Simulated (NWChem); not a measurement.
System: BiHOBr$_{2}$; SMILES [OH][Bi]([Br])[Br]

Here is an NWChem input.

```
start job
memory heap 200 mb stack 900 mb global 1100 mb
geometry units angstroms noautoz
  Bi    -0.668271     0.162234     0.000000
  Br     1.049816     0.059694    -1.975542
  Br     1.049816     0.059694     1.975542
  O     -1.281667    -1.815753     0.000000
  H     -0.546679    -2.444798     0.000000
end
basis spherical
  * library def2-svp
end
ecp
  Bi library def2-ecp
end
dft
  xc xtpss03 ctpss03
  iterations 150
  mulliken
end
task dft energy
```

Excerpt of the output:

```
             Northwest Computational Chemistry Package (NWChem) 7.3.0
             --------------------------------------------------------

 CS  symmetry detected

                             Geometry "geometry" -> ""
                             -------------------------

 Output coordinates in angstroms (scale by  1.889725989 to convert to a.u.)

  No.       Tag          Charge          X              Y              Z
 ---- ---------------- ---------- -------------- -------------- --------------
    1 Bi                  83.0000    -0.69134532     0.23489395     0.00000000
    2 Br                  35.0000     1.00530401    -0.05444744     1.97554200
    3 Br                  35.0000     1.00530401    -0.05444744    -1.97554200
    4 O                    8.0000    -1.51684483    -1.66437901     0.00000000
    5 H                    1.0000    -0.85486055    -2.36984466     0.00000000

 Effective nuclear repulsion energy (a.u.)    1621.3971367266

      Symmetry information
      --------------------

 Group name             Cs
 Group number              2
 Group order               2
 No. of unique centers     4

                                 NWChem DFT Module
                                 -----------------

 Summary of "ao basis" -> "ao basis" (spherical)
 ------------------------------------------------------------------------------
       Tag                 Description            Shells   Functions and Types
 ---------------- ------------------------------  ------  ---------------------
 Bi                         def2-svp                10       26   4s4p2d
 Br                         def2-svp                12       32   5s4p3d
 O                          def2-svp                 6       14   3s2p1d
 H                          def2-svp                 3        5   2s1p

      Symmetry analysis of basis
      --------------------------

        a'         64
        a"         45

            General Information
            -------------------
          SCF calculation type: DFT
          Wavefunction type:  closed shell.
          No. of atoms     :     5
          No. of electrons :   102
           Alpha electrons :    51
            Beta electrons :    51
          Charge           :     0
          Spin multiplicity:     1
          Use of symmetry is: on ; symmetry adaption is: on
          Maximum number of iterations: 150
          AO basis - number of functions:   109
                     number of shells:    43
          Convergence on energy requested:  1.00D-06
          Convergence on density requested:  1.00D-05
          Convergence on gradient requested:  5.00D-04

              XC Information
              --------------
                  TPSS metaGGA Exchange Functional  1.000
             TPSS03 metaGGA Correlation Functional  1.000

             Grid Information
             ----------------
          Grid used for XC integration:  medium
          Radial quadrature: Mura-Knowles
          Angular quadrature: Lebedev.
          Tag              B.-S. Rad. Rad. Pts. Rad. Cut. Ang. Pts.
          ---              ---------- --------- --------- ---------
          Bi                  1.60      123           9.0       590
          Br                  1.15      112          10.0       590
          O                   0.60       49          10.0       434
          H                   0.35       45          10.0       434
          Grid pruning is: on
          Number of quadrature shells:   329
          Spatial weights used:  Erf1

      Superposition of Atomic Density Guess
      -------------------------------------

 Sum of atomic energies:       -5464.78106254

      Non-variational initial energy
      ------------------------------

 Total energy =   -5433.168780
 1-e energy   =   -8915.304674
 2-e energy   =    2843.813888
 HOMO         =      -0.331344
 LUMO         =      -0.011514

      Symmetry analysis of molecular orbitals - initial
      -------------------------------------------------

  Numbering of irreducible representations:

     1 a'          2 a"

  Orbital symmetries:

     1 a'          2 a"          3 a"          4 a'          5 a'
     6 a"          7 a"          8 a'          9 a"         10 a'
    11 a'         12 a'         13 a"         14 a'         15 a"
    16 a'         17 a'         18 a"         19 a"         20 a'
    21 a'         22 a"         23 a'         24 a'         25 a"
    26 a'         27 a'         28 a"         29 a"         30 a'
    31 a'         32 a"         33 a"         34 a'         35 a"
    36 a'         37 a"         38 a'         39 a'         40 a'
    41 a"         42 a'         43 a'         44 a"         45 a'
    46 a"         47 a'         48 a'         49 a"         50 a"
    51 a'         52 a'         53 a'         54 a"         55 a'
    56 a"         57 a'         58 a'         59 a'         60 a'
    61 a"

     ---------------------------------------------
      Total Density - Mulliken Population Analysis
     ---------------------------------------------

    Atom       Charge   Shell Charges
 -----------   ------   -------------------------------------------------------
    1 Bi  23    21.25   2.92 -0.87  1.22  0.61  4.71  1.25  0.77  0.51  9.76  0.35
    2 Br  35    35.56   2.00  2.00  2.00  1.38  0.59  6.00  5.99  2.40  3.21  8.23  1.73  0.05
    3 Br  35    35.56   2.00  2.00  2.00  1.38  0.59  6.00  5.99  2.40  3.21  8.23  1.73  0.05
    4 O    8     8.95   1.99  1.11  0.70  3.08  2.07  0.00
    5 H    1     0.67   0.53  0.08  0.06

   convergence    iter        energy       DeltaE   RMS-Dens  Diis-err
 ---------------- ----- ----------------- --------- --------- ---------
 d= 0,ls=0.0,diis     1  -5437.8067273789 -6.08D+03  3.15D-02  1.19D+00
 d= 0,ls=0.0,diis     2  -5436.2949065079  1.51D+00  2.45D-02  1.28D+01
 d= 0,ls=0.0,diis     3  -5437.8555232771 -1.56D+00  1.01D-02  7.13D-01
 d= 0,ls=0.0,diis     4  -5437.9360742428 -8.06D-02  3.69D-03  1.43D-01
 d= 0,ls=0.0,diis     5  -5437.9566382808 -2.06D-02  7.97D-04  5.94D-03
  Resetting Diis
 d= 0,ls=0.0,diis     6  -5437.9575892409 -9.51D-04  2.13D-04  2.86D-04
 d= 0,ls=0.0,diis     7  -5437.9576394919 -5.03D-05  1.03D-04  2.31D-05
 d= 0,ls=0.0,diis     8  -5437.9576349750  4.52D-06  7.34D-05  5.79D-05
 d= 0,ls=0.0,diis     9  -5437.9576419273 -6.95D-06  2.20D-05  1.15D-05
 d= 0,ls=0.0,diis    10  -5437.9576432272 -1.30D-06  4.19D-06  2.35D-07
 d= 0,ls=0.0,diis    11  -5437.9576432524 -2.53D-08  1.41D-06  1.75D-08

         Total DFT energy =    -5437.957643252435
      One electron energy =    -8915.790804275768
           Coulomb energy =     3048.085979781712
    Exchange-Corr. energy =     -208.574824866790
 Nuclear repulsion energy =      638.322006108411

 Numeric. integr. density =      101.999994167807

                  Occupations of the irreducible representations
                  ----------------------------------------------

                     irrep           alpha         beta
                     --------     --------     --------
                     a'               29.0         29.0
                     a"               22.0         22.0

                       DFT Final Molecular Orbital Analysis
                       ------------------------------------

 Vector   49  Occ=2.000000D+00  E=-2.589666D-01  Symmetry=a"
              MO Center=  5.4D-01, -3.1D-01, -1.5D-12, r^2= 5.8D+00
   Bfn.  Coefficient  Atom+Function         Bfn.  Coefficient  Atom+Function
  ----- ------------  ---------------      ----- ------------  ---------------
    42      0.344477  2 Br py                74     -0.344477  3 Br py
    39      0.300776  2 Br py                71     -0.300776  3 Br py
    96      0.271653  4 O  pz                99      0.204240  4 O  pz
    36     -0.200771  2 Br py                43      0.200996  2 Br pz
    68      0.200771  3 Br py                75      0.200996  3 Br pz

 Vector   50  Occ=2.000000D+00  E=-2.584491D-01  Symmetry=a'
              MO Center=  5.3D-01, -2.1D-01,  1.5D-12, r^2= 5.8D+00
   Bfn.  Coefficient  Atom+Function         Bfn.  Coefficient  Atom+Function
  ----- ------------  ---------------      ----- ------------  ---------------
    42      0.351700  2 Br py                74      0.351700  3 Br py
    39      0.304319  2 Br py                71      0.304319  3 Br py
    36     -0.203355  2 Br py                68     -0.203355  3 Br py
     3     -0.195166  1 Bi s                 41     -0.185035  2 Br px
    73     -0.185035  3 Br px                94      0.167289  4 O  px

 Vector   51  Occ=2.000000D+00  E=-2.545114D-01  Symmetry=a"
              MO Center=  7.7D-01, -1.9D-01,  9.8D-14, r^2= 5.7D+00
   Bfn.  Coefficient  Atom+Function         Bfn.  Coefficient  Atom+Function
  ----- ------------  ---------------      ----- ------------  ---------------
    43     -0.295987  2 Br pz                75     -0.295987  3 Br pz
    41      0.283663  2 Br px                73     -0.283663  3 Br px
    40     -0.260317  2 Br pz                72     -0.260317  3 Br pz
    38      0.249172  2 Br px                70     -0.249172  3 Br px
    96      0.191796  4 O  pz                37      0.173064  2 Br pz

 Vector   52  Occ=0.000000D+00  E=-1.028676D-01  Symmetry=a'
              MO Center= -2.7D-01,  1.5D-01, -4.4D-14, r^2= 4.9D+00
   Bfn.  Coefficient  Atom+Function         Bfn.  Coefficient  Atom+Function
  ----- ------------  ---------------      ----- ------------  ---------------
    14      0.597760  1 Bi px                11      0.556069  1 Bi px
     3      0.390174  1 Bi s                 43      0.376448  2 Br pz
    75     -0.376448  3 Br pz                 5     -0.249028  1 Bi px
    40      0.215681  2 Br pz                72     -0.215681  3 Br pz
    15     -0.202483  1 Bi py                 1     -0.196102  1 Bi s

 Vector   53  Occ=0.000000D+00  E=-8.760004D-02  Symmetry=a"
              MO Center= -4.5D-01,  1.6D-01,  3.1D-14, r^2= 4.6D+00
   Bfn.  Coefficient  Atom+Function         Bfn.  Coefficient  Atom+Function
  ----- ------------  ---------------      ----- ------------  ---------------
    16      0.655085  1 Bi pz                13      0.603315  1 Bi pz
    41      0.313259  2 Br px                73     -0.313259  3 Br px
     7     -0.268686  1 Bi pz                38      0.188118  2 Br px
    70     -0.188118  3 Br px                43      0.183705  2 Br pz
    75      0.183705  3 Br pz                96     -0.178329  4 O  pz

 Vector   54  Occ=0.000000D+00  E=-7.297567D-02  Symmetry=a'
              MO Center= -6.4D-01,  2.1D-02, -4.7D-14, r^2= 4.2D+00
   Bfn.  Coefficient  Atom+Function         Bfn.  Coefficient  Atom+Function
  ----- ------------  ---------------      ----- ------------  ---------------
    15      0.640632  1 Bi py                12      0.466908  1 Bi py
    93      0.425979  4 O  s                  3     -0.302481  1 Bi s
    14      0.267213  1 Bi px                95      0.233822  4 O  py
    98      0.224312  4 O  py                 6     -0.217817  1 Bi py
    94      0.191285  4 O  px                97      0.183367  4 O  px

     ---------------------------------------------
      Total Density - Mulliken Population Analysis
     ---------------------------------------------

    Atom       Charge   Shell Charges
 -----------   ------   -------------------------------------------------------
    1 Bi  23    22.10   2.94 -0.86  1.43  0.39  4.72  1.28  1.32  0.68  9.70  0.51
    2 Br  35    35.32   2.00  2.00  1.99  1.45  0.54  6.00  5.97  2.34  3.01  8.18  1.75  0.09
    3 Br  35    35.32   2.00  2.00  1.99  1.45  0.54  6.00  5.97  2.34  3.01  8.18  1.75  0.09
    4 O    8     8.47   1.99  1.09  0.72  2.81  1.86  0.01
    5 H    1     0.80   0.67  0.06  0.06

     -------------------------------------------
      Total Density - Lowdin Population Analysis
     -------------------------------------------

    Atom       Charge   Shell Charges
 -----------   ------   -------------------------------------------------------
    1 Bi  23    22.38   1.48  0.48  1.13  0.73  4.07  1.67  1.39  1.05  9.32  1.05
    2 Br  35    35.19   2.00  2.00  1.96  1.16  0.78  5.99  5.81  2.46  3.01  7.82  2.04  0.16
    3 Br  35    35.19   2.00  2.00  1.96  1.16  0.78  5.99  5.81  2.46  3.01  7.82  2.04  0.16
    4 O    8     8.31   1.97  0.93  0.66  2.66  2.07  0.01
    5 H    1     0.92   0.56  0.18  0.18

     Multipole analysis of the density
     ---------------------------------

     L   x y z        total         alpha         beta         nuclear
     -   - - -        -----         -----         ----         -------
     0   0 0 0      0.000000    -51.000000    -51.000000    102.000000

     1   1 0 0     -0.809331    -39.598262    -39.598262     78.387193
     1   0 1 0      0.480011     13.556561     13.556561    -26.633112
     1   0 0 1     -0.000000     -0.000000     -0.000000      0.000000

     2   2 0 0    -54.342717   -207.286746   -207.286746    360.230774
     2   1 1 0     -3.129824    -27.733944    -27.733944     52.338064
     2   1 0 1     -0.000000     -0.000000     -0.000000      0.000000
     2   0 2 0    -50.066661    -77.267233    -77.267233    104.467805
     2   0 1 1      0.000000      0.000000      0.000000      0.000000
     2   0 0 2    -56.837266   -516.214651   -516.214651    975.592035
```

Level: TPSS/def2-SVP with def2 effective core potentials on Bi. All runs use the structure optimised with PBE0/def2-SVP. No frequency run checked for a minimum. def2 effective core potentials on Bi; no spin-orbit coupling.
